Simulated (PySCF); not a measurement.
Job file and geometry (Å, from PBE0-D3(BJ)/def2-SVP) of an NMR shielding run on `C/C=C(/C)CC(=S)CC(C)=S`, C$_{9}$H$_{14}$S$_{2}$, GIAO KT2/pcSseg-1 NMR shielding, non-relativistic, gas phase (PySCF 2.14.0, density-fitted response routines); density fitting, a coarse starting grid and PySCF grid level 2 are the driver's defaults:

```
$ OMP_NUM_THREADS=2 python probes_run.py task.json out

{"job": {"kind": "nmr", "xc": "KT2", "basis": "pcSseg-1", "pop": false}, "charge": 0, "multiplicity": 1}
C     -1.627219     2.224930     0.210007
C     -2.212059     0.920001    -0.218549
C     -1.804337    -0.323952     0.084678
C     -2.531116    -1.535550    -0.417206
C     -0.595980    -0.617028     0.953189
C      0.552419    -1.096254     0.110585
S      1.001191    -2.657885     0.015613
C      1.285900    -0.010519    -0.652628
C      2.424480     0.489126     0.213597
C      3.720529    -0.217681     0.010761
S      2.215807     1.671143     1.314059
H     -1.465215     2.880885    -0.661540
H     -2.327095     2.765299     0.871006
H     -0.666178     2.133770     0.736046
H     -3.107886     0.994947    -0.848492
H     -3.352180    -1.262412    -1.094652
H     -1.852237    -2.220816    -0.950329
H     -2.953649    -2.113225     0.422649
H     -0.846296    -1.395742     1.688038
H     -0.274397     0.289256     1.490151
H      0.595076     0.812610    -0.878485
H      1.683044    -0.433145    -1.585579
H      4.467198     0.074240     0.758235
H      3.548986    -1.308321     0.034259
H      4.103275     0.009245    -0.999769
```

Question: Write the output of this run.

Answer: 
```
coarse grid: 21704 points
cycle   1  E = -1159.9853696558  dE =  9.743e-01  |g| = 6.501e-01  |ddm| = 4.737e+00
cycle   2  E = -1159.8172788585  dE =  1.681e-01  |g| = 1.015e+00  |ddm| = 1.682e+00
cycle   3  E = -1160.0452804555  dE = -2.280e-01  |g| = 4.343e-01  |ddm| = 1.333e+00
cycle   4  E = -1160.1007971323  dE = -5.552e-02  |g| = 6.647e-02  |ddm| = 5.562e-01
cycle   5  E = -1160.1017970213  dE = -9.999e-04  |g| = 3.159e-02  |ddm| = 1.314e-01
cycle   6  E = -1160.1020330057  dE = -2.360e-04  |g| = 1.528e-02  |ddm| = 5.676e-02
cycle   7  E = -1160.1020955948  dE = -6.259e-05  |g| = 5.926e-03  |ddm| = 2.442e-02
cycle   8  E = -1160.1021058296  dE = -1.023e-05  |g| = 9.780e-04  |ddm| = 7.194e-03
cycle   9  E = -1160.1021060848  dE = -2.552e-07  |g| = 2.552e-04  |ddm| = 1.614e-03
final grid: 199576 points
cycle  10  E = -1160.1625845541  dE = -2.131e-04  |g| = 3.397e-02  |ddm| = 8.537e-02
cycle  11  E = -1160.1599213619  dE =  2.663e-03  |g| = 9.999e-02  |ddm| = 1.395e-01
cycle  12  E = -1160.1628294121  dE = -2.908e-03  |g| = 1.222e-02  |ddm| = 1.214e-01
cycle  13  E = -1160.1628698972  dE = -4.049e-05  |g| = 3.125e-03  |ddm| = 1.462e-02
cycle  14  E = -1160.1628724861  dE = -2.589e-06  |g| = 1.342e-03  |ddm| = 4.975e-03
cycle  15  E = -1160.1628729763  dE = -4.902e-07  |g| = 2.170e-04  |ddm| = 1.452e-03
cycle  16  E = -1160.1628729861  dE = -9.796e-09  |g| = 1.076e-04  |ddm| = 3.964e-04
cycle  17  E = -1160.1628729882  dE = -2.120e-09  |g| = 6.703e-05  |ddm| = 2.107e-04
cycle  18  E = -1160.1628729896  dE = -1.427e-09  |g| = 1.151e-05  |ddm| = 9.304e-05
cycle  19  E = -1160.1628729896  dE = -3.320e-11  |g| = 2.379e-06  |ddm| = 1.666e-05
converged SCF energy = -1160.1628729896

GIAO shielding tensors (ppm)
atom      isotropic    diamagn.    paramagn.     s11        s22        s33       span
  0 C      165.525     252.120     -86.595    149.881    165.793    180.900     31.019
  1 C       57.969     255.291    -197.322    -32.545     72.673    133.780    166.325
  2 C       53.893     262.258    -208.366    -42.704     60.339    144.043    186.747
  3 C      158.528     246.153     -87.625    138.138    154.056    183.390     45.252
  4 C      127.084     251.980    -124.897     92.726    130.385    158.140     65.413
  5 C      -56.857     263.920    -320.777   -206.986    -88.370    124.784    331.770
  6 S     -375.397    1061.827   -1437.224  -1450.266   -220.400    544.475   1994.741
  7 C      104.871     253.580    -148.709     61.745    123.627    129.241     67.496
  8 C      -56.088     262.072    -318.160   -209.112    -88.997    129.845    338.958
  9 C      140.397     247.465    -107.068    114.235    130.276    176.680     62.445
 10 S     -345.991    1060.842   -1406.832  -1387.818   -224.804    574.651   1962.469
 11 H       29.477      29.987      -0.510     26.426     26.957     35.048      8.622
 12 H       29.368      27.343       2.025     25.133     26.930     36.041     10.907
 13 H       28.100      33.238      -5.138     22.854     27.930     33.517     10.663
 14 H       25.606      32.029      -6.423     22.588     25.521     28.708      6.120
 15 H       29.713      28.884       0.828     25.832     28.576     34.730      8.897
 16 H       29.003      30.706      -1.702     23.891     30.071     33.049      9.158
 17 H       29.535      27.361       2.174     26.123     26.884     35.599      9.476
 18 H       28.214      33.077      -4.863     26.015     27.587     31.040      5.025
 19 H       25.570      33.743      -8.173     23.543     25.566     27.602      4.059
 20 H       25.938      35.154      -9.216     23.538     26.017     28.259      4.721
 21 H       26.634      34.601      -7.967     25.010     26.980     27.913      2.903
 22 H       28.569      27.614       0.956     25.047     28.105     32.555      7.508
 23 H       26.997      29.519      -2.522     22.493     28.898     29.599      7.106
 24 H       28.466      26.844       1.622     25.613     27.133     32.652      7.039
```

Question: Turn these shieldings into chemical shifts. References, each an isolated molecule treated in the same way: TMS for ¹³C (σ = 183.22 ppm) and ¹H (σ = 31.18 ppm); ³³S (σ = 518.69 ppm) vs CS2.

Answer: Averaging equivalent atoms: C 5: 240.1; C 8: 239.3; C 2: 129.3; C 1: 125.3; C 7: 78.3; C 4: 56.1; C 9: 42.8; C 3: 24.7; C 0: 17.7; S 6: 894; S 10: 865; H 14: 5.57; H 20/21: 4.89; H 18/19: 4.29; H 22/23/24: 3.17; H 11/12/13: 2.20; H 15/16/17: 1.76 ppm. 

Size and cost of the density-fitted run: 271 basis functions; peak memory 1.8 GiB.
